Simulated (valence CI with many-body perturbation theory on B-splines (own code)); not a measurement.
Results of a calculation; reference values are marked as such.
# Level structure of In²⁸⁺

Method: relativistic CI+MBPT: three valence electrons over a frozen Dirac-Fock core [Ar], radial functions for each j: 7 s, 7 p, 8 d, 6 f, 4 g, 1 h, with the one-electron correlation potential Σ1, the two-electron term Σ2, the three-electron term Σ3, Breit, model QED; selected CI, second order for the rest, scaled by the run's own slope (own B-spline code, finite nucleus).

No measured spectrum was set against this ion. As an estimate, large intervals hold to a few tenths of a per cent, small ones and those within an open d or f shell to about a per cent. Only levels of the ground parity were solved; by the run's estimate the other parity begins above the list, which can be wrong where configurations are misplaced.

Levels 1 to 19 of 19, with energies above the lowest level, 3d3 4F_3/2. "Leading %" is the weight of the configuration and term that name the level; weights of strongly mixed levels are sums over their largest components and can fall short, so below about 35 % the name and the second component can differ from the true leading terms, or belong to a minority configuration. In the jj column 3d3/2^4 stands for four electrons in 3d with j = 3/2.

| No. | Configuration | Term | J | E (eV) | Leading % | Second component | Leading jj |
| --- | --- | --- | --- | --- | --- | --- | --- |
| 1 | 3d3 | 4F | 3/2 | 0.000 | 76 | 20 % 3d3 2D | 3d3/2^3 (81 %) |
| 2 | 3d3 | 4F | 5/2 | 5.930 | 93 | 7 % 3d3 2D | 3d3/2^2 3d5/2 (93 %) |
| 3 | 3d3 | 4F | 7/2 | 9.815 | 76 | 20 % 3d3 2G | 3d3/2^2 3d5/2 (66 %) |
| 4 | 3d3 | 4P | 3/2 | 11.313 | 45 | 33 % 3d3 2P | 3d3/2^2 3d5/2 (85 %) |
| 5 | 3d3 | 4F | 9/2 | 11.757 | 43 | 39 % 3d3 2G | 3d3/2^2 3d5/2 (78 %) |
| 6 | 3d3 | 4P | 1/2 | 13.272 | 69 | 31 % 3d3 2P | 3d3/2^2 3d5/2 (97 %) |
| 7 | 3d3 | 2G | 7/2 | 18.468 | 74 | 23 % 3d3 4F | 3d3/2 3d5/2^2 (76 %) |
| 8 | 3d3 | 2H | 9/2 | 19.437 | 54 | 43 % 3d3 4F | 3d3/2 3d5/2^2 (65 %) |
| 9 | 3d3 | 4P | 5/2 | 19.778 | 85 | 11 % 3d3 2D | 3d3/2 3d5/2^2 (55 %) |
| 10 | 3d3 | 2D | 3/2 | 22.439 | 45 | 41 % 3d3 4P | 3d3/2 3d5/2^2 (96 %) |
| 11 | 3d3 | 2P | 1/2 | 23.771 | 69 | 31 % 3d3 4P | 3d3/2 3d5/2^2 (97 %) |
| 12 | 3d3 | 2H | 11/2 | 25.234 | 100 |  | 3d3/2 3d5/2^2 (100 %) |
| 13 | 3d3 | 2D | 5/2 | 27.149 | 90 | 5 % 3d3 4F | 3d3/2 3d5/2^2 (68 %) |
| 14 | 3d3 | 2G | 9/2 | 30.217 | 58 | 28 % 3d3 2H | 3d5/2^3 (84 %) |
| 15 | 3d3 | 2F | 5/2 | 30.409 | 80 | 14 % 3d3 2D | 3d3/2 3d5/2^2 (59 %) |
| 16 | 3d3 | 2F | 7/2 | 31.297 | 93 | 6 % 3d3 2G | 3d3/2 3d5/2^2 (90 %) |
| 17 | 3d3 | 2P | 3/2 | 32.937 | 58 | 28 % 3d3 2D | 3d5/2^3 (78 %) |
| 18 | 3d3 | 2D | 3/2 | 45.061 | 98 |  | 3d3/2 3d5/2^2 (77 %) |
| 19 | 3d3 | 2D | 5/2 | 46.314 | 79 | 16 % 3d3 2F | 3d5/2^3 (73 %) |

Names give the largest LS component (configuration and term), which can be under half, so a name can repeat, a term be missing and a line seem to break the LS rules; names also repeat where a configuration has a term twice.

The ionisation energy to 3d2 3F_2 of the next ion comes out as 1576 eV (NIST: 1575 ± 4 eV (theoretical)). All 19 levels together are meant to be complete up to 48.166 eV.
